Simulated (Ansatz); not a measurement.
Z-matrix (Å, degrees):
```
Sn
H 1 1.7160
H 1 1.7161 2 109.45
H 1 1.7161 2 109.48 3 120.00
H 1 1.7161 2 109.48 3 -120.00
```
Charge 0, multiplicity 1.

These are frozen-core CCSD(T)/def2-TZVPP // PBE-D3(BJ)/def2-TZVP (Ansatz, a first-principles code) values and carry that method's errors.

| Quantity | Value |
|---|---|
| HF energy | -215.64423 Ha |
| MP2 correlation energy | -0.35015 Ha |

**Question.** Estimate the CCSD correlation energy, the (T) correction, the total energy and the T1 diagnostic.

**Answer.** 
```
Property                         Value
-----------------------  -------------
CCSD correlation energy    -0.36794 Ha
(T) correction             -0.00850 Ha
CCSD(T) total energy     -216.02067 Ha
T1 diagnostic                    0.013
```
